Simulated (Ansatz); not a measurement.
# Molecular dynamics of CH$_{7}$GaO

The input (input.yaml):

```yaml
crystal:
  periodic: [false, false, false]
  atoms:
    - { symbol: Ga, position_ang: [0.04357, -0.22362, -0.159943] }
    - { symbol: H, position_ang: [-0.191561, -0.153452, 1.709316] }
    - { symbol: H, position_ang: [1.439959, 0.397146, -0.475542] }
    - { symbol: C, position_ang: [-1.720424, 0.020176, -1.007802] }
    - { symbol: H, position_ang: [-2.474769, -0.644719, -0.559479] }
    - { symbol: H, position_ang: [-2.060926, 1.059858, -0.880003] }
    - { symbol: H, position_ang: [-1.66909, -0.18618, -2.088827] }
    - { symbol: O, position_ang: [0.296995, -2.038412, 0.618499] }
    - { symbol: H, position_ang: [-0.435783, -2.658351, 0.490917] }
    - { symbol: H, position_ang: [-0.017271, -1.120245, 1.489765] }
basis:
  gaussian: { orbitals: def2-SVP }
hamiltonian:
  xc: b3lyp
  dispersion: d4
md:
  timestep: 0.5
  n_steps: 200
  ensemble: nve
  temperature: 100.0
  initial_velocities: maxwell_boltzmann
  seed: 11577
```

Run as:

```bash
$ ansatz run input.yaml --threads 2 --pin off --max-ram 3072MiB --backend cpu --events-out ev --progress --plain --runs-dir out
```

It starts at the highest image of a converged band, a first-order saddle point between two minima.

Output, in part (step lines, the closing report, with atoms numbered from 0):

```
md step     0: t =     0.00 fs  T =   100.0 K  F+E_penalty+E_count = -55567.87058493 eV  E_kin = 0.103408 eV  conserved = -55567.76717693 eV  (24 SCF iters)
md step     1: t =     0.50 fs  T =    95.5 K  F+E_penalty+E_count = -55567.86583082 eV  E_kin = 0.098751 eV  conserved = -55567.76707984 eV  (26 SCF iters)
md step     2: t =     1.00 fs  T =    83.2 K  F+E_penalty+E_count = -55567.85283443 eV  E_kin = 0.086038 eV  conserved = -55567.76679674 eV  (26 SCF iters)
md step     3: t =     1.50 fs  T =    67.3 K  F+E_penalty+E_count = -55567.83605833 eV  E_kin = 0.069641 eV  conserved = -55567.76641765 eV  (26 SCF iters)
md step     4: t =     2.00 fs  T =    53.5 K  F+E_penalty+E_count = -55567.82143603 eV  E_kin = 0.055359 eV  conserved = -55567.76607667 eV  (26 SCF iters)
md step     5: t =     2.50 fs  T =    46.8 K  F+E_penalty+E_count = -55567.81428095 eV  E_kin = 0.048380 eV  conserved = -55567.76590115 eV  (26 SCF iters)
md step     6: t =     3.00 fs  T =    49.7 K  F+E_penalty+E_count = -55567.81732096 eV  E_kin = 0.051367 eV  conserved = -55567.76595410 eV  (27 SCF iters)
md step     7: t =     3.50 fs  T =    61.4 K  F+E_penalty+E_count = -55567.82974076 eV  E_kin = 0.063539 eV  conserved = -55567.76620206 eV  (26 SCF iters)
[... lines left out ...]
Total energy: -55568.04916563 eV, -2042.0881414605 hartree
Atom 0 at     0.066399     0.055662    -0.200683 Å, force    -0.418957     0.273646     1.189533 eV/Å
Atom 1 at    -0.019395     0.417179     1.388853 Å, force     0.021093    -0.130482    -0.397298 eV/Å
Atom 2 at     1.571273     0.199516    -0.639757 Å, force    -0.051977    -0.262109    -0.487738 eV/Å
Atom 3 at    -1.740649    -0.273713    -0.970636 Å, force     0.530437     1.688873    -0.763684 eV/Å
Atom 4 at    -2.404621    -0.219846    -0.124086 Å, force    -0.512040     0.112198     0.617805 eV/Å
Atom 5 at    -2.076020     0.492949    -1.742436 Å, force     0.411181    -0.867209     0.637205 eV/Å
Atom 6 at    -1.795812    -1.266480    -1.359023 Å, force    -0.127616    -1.029668    -0.712221 eV/Å
Atom 7 at     0.093905    -2.877195     0.835946 Å, force    -1.070121    -0.723437    -1.620313 eV/Å
Atom 8 at     0.415335    -3.099582    -0.062362 Å, force    -0.284558    -0.123340     0.467941 eV/Å
Atom 9 at     0.785186    -2.332469     1.148787 Å, force     1.502559     1.061527     1.068770 eV/Å
Dipole moment:     0.184171    -0.125295    -0.349183 e Å
```

The steps, from the saved trajectory:

```json
{"time (fs)": "0", "T (K)": "100", "potential energy less start (eV)": "0.000", "conserved less start (meV/atom)": "0.00"}
{"time (fs)": "3", "T (K)": "50", "potential energy less start (eV)": "0.053", "conserved less start (meV/atom)": "0.12"}
{"time (fs)": "6", "T (K)": "117", "potential energy less start (eV)": "-0.017", "conserved less start (meV/atom)": "0.04"}
{"time (fs)": "9", "T (K)": "190", "potential energy less start (eV)": "-0.092", "conserved less start (meV/atom)": "0.07"}
{"time (fs)": "12", "T (K)": "273", "potential energy less start (eV)": "-0.178", "conserved less start (meV/atom)": "0.11"}
{"time (fs)": "15", "T (K)": "486", "potential energy less start (eV)": "-0.400", "conserved less start (meV/atom)": "-0.09"}
{"time (fs)": "18", "T (K)": "517", "potential energy less start (eV)": "-0.430", "conserved less start (meV/atom)": "0.12"}
{"time (fs)": "21", "T (K)": "695", "potential energy less start (eV)": "-0.615", "conserved less start (meV/atom)": "0.01"}
{"time (fs)": "24", "T (K)": "752", "potential energy less start (eV)": "-0.674", "conserved less start (meV/atom)": "-0.05"}
{"time (fs)": "27", "T (K)": "741", "potential energy less start (eV)": "-0.663", "conserved less start (meV/atom)": "0.02"}
{"time (fs)": "30", "T (K)": "704", "potential energy less start (eV)": "-0.624", "conserved less start (meV/atom)": "0.15"}
{"time (fs)": "33", "T (K)": "754", "potential energy less start (eV)": "-0.678", "conserved less start (meV/atom)": "-0.11"}
{"time (fs)": "36", "T (K)": "636", "potential energy less start (eV)": "-0.554", "conserved less start (meV/atom)": "0.06"}
{"time (fs)": "39", "T (K)": "605", "potential energy less start (eV)": "-0.521", "conserved less start (meV/atom)": "0.14"}
{"time (fs)": "42", "T (K)": "620", "potential energy less start (eV)": "-0.538", "conserved less start (meV/atom)": "-0.05"}
{"time (fs)": "45", "T (K)": "539", "potential energy less start (eV)": "-0.453", "conserved less start (meV/atom)": "0.05"}
{"time (fs)": "48", "T (K)": "520", "potential energy less start (eV)": "-0.433", "conserved less start (meV/atom)": "0.09"}
{"time (fs)": "51", "T (K)": "458", "potential energy less start (eV)": "-0.370", "conserved less start (meV/atom)": "0.06"}
{"time (fs)": "54", "T (K)": "467", "potential energy less start (eV)": "-0.380", "conserved less start (meV/atom)": "-0.08"}
{"time (fs)": "57", "T (K)": "397", "potential energy less start (eV)": "-0.306", "conserved less start (meV/atom)": "0.14"}
{"time (fs)": "60", "T (K)": "460", "potential energy less start (eV)": "-0.372", "conserved less start (meV/atom)": "0.01"}
{"time (fs)": "63", "T (K)": "519", "potential energy less start (eV)": "-0.433", "conserved less start (meV/atom)": "-0.03"}
{"time (fs)": "66", "T (K)": "597", "potential energy less start (eV)": "-0.514", "conserved less start (meV/atom)": "0.04"}
{"time (fs)": "69", "T (K)": "614", "potential energy less start (eV)": "-0.532", "conserved less start (meV/atom)": "0.00"}
{"time (fs)": "72", "T (K)": "580", "potential energy less start (eV)": "-0.497", "conserved less start (meV/atom)": "-0.01"}
{"time (fs)": "75", "T (K)": "561", "potential energy less start (eV)": "-0.477", "conserved less start (meV/atom)": "-0.04"}
{"time (fs)": "78", "T (K)": "413", "potential energy less start (eV)": "-0.323", "conserved less start (meV/atom)": "0.10"}
{"time (fs)": "81", "T (K)": "458", "potential energy less start (eV)": "-0.371", "conserved less start (meV/atom)": "-0.10"}
{"time (fs)": "84", "T (K)": "372", "potential energy less start (eV)": "-0.281", "conserved less start (meV/atom)": "0.04"}
{"time (fs)": "87", "T (K)": "329", "potential energy less start (eV)": "-0.236", "conserved less start (meV/atom)": "0.01"}
{"time (fs)": "90", "T (K)": "323", "potential energy less start (eV)": "-0.231", "conserved less start (meV/atom)": "-0.04"}
{"time (fs)": "93", "T (K)": "307", "potential energy less start (eV)": "-0.214", "conserved less start (meV/atom)": "0.01"}
{"time (fs)": "96", "T (K)": "291", "potential energy less start (eV)": "-0.197", "conserved less start (meV/atom)": "0.00"}
{"time (fs)": "99", "T (K)": "273", "potential energy less start (eV)": "-0.178", "conserved less start (meV/atom)": "0.02"}
```

The run went to its last step. The conserved energy stayed within 0.19 meV per atom of its start (net change 0.056 meV per atom), so the integration is sound. The kinetic energy rose, since the run started high on the potential surface and went downhill. It ends in pieces (CH5Ga + H2O), so much of that is their flight and rotation, not heat. A run of 0.1 ps of so small a system gives no equilibrium averages. The orbitals stay closed-shell, which can raise the energy where a bond breaks towards radicals; this wasn't checked here.

Between its relaxed ends the band would form H2–H10 and break Ga1–H2, O8–H10. These pairs go: H2–H10 1.01 → 2.88 Å, Ga1–H2 1.89 → 1.63 Å, O8–H10 1.30 → 0.93 Å. In the last frame they stand as before the step (other bonds may differ from the relaxed reactants and products). Also parted: Ga1–O8 1.99 → 3.11 Å, Ga1–H10 1.88 → 2.84 Å. It ends as CH5Ga + H2O. Pairs count as bonded within 1.25 times the sum of covalent radii (0.12 Å more for H–H).

Last frame:

```xyz
10
Properties=species:S:1:pos:R:3
Ga 0.066 0.056 -0.201
H -0.019 0.417 1.389
H 1.571 0.200 -0.640
C -1.741 -0.274 -0.971
H -2.405 -0.220 -0.124
H -2.076 0.493 -1.742
H -1.796 -1.266 -1.359
O 0.094 -2.877 0.836
H 0.415 -3.100 -0.062
H 0.785 -2.333 1.149
```

The run took 7.4 min on 2 threads of Arm Neoverse V1 (shared host), peak memory 0.2 GiB.
